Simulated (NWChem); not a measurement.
A series in which one site is exchanged, each optimised at PBE0/def2-SVP with NWChem, gas phase unless a solvent is named. Some are not confirmed as minima by frequencies. def2 effective core potentials on Zr; no spin-orbit coupling.

A: [OH][ZrH3] (ZrH$_{4}$O; site = Zr)
B: [GeH3][OH] (GeH4O; site = Ge)
C: [OH][TiH3] (TiH$_{4}$O; site = Ti)
D: O[SiH3] (SiH$_{4}$O; site = Si)

```tsv
quantity	A	B	C	D
dipole (D), PBE0/def2-SVP	2.03	1.49	(withheld)	1.40
orbital gap (eV), PBE0/def2-SVP	6.28	8.70	(withheld)	9.18
static polarisability, PBE/def2-SVPD (bohr³)	57.4	38.9	(withheld)	35.0
lowest singlet excitation, PBE/def2-SVPD, TDA (eV)	3.98	6.07	(withheld)	6.39
```

Q: Complete the blanks.

A: 
- dipole (D), PBE0/def2-SVP, C: 2.20
- orbital gap (eV), PBE0/def2-SVP, C: 6.18
- static polarisability, PBE/def2-SVPD (bohr³), C: 50.5
- lowest singlet excitation, PBE/def2-SVPD, TDA (eV), C: 3.36
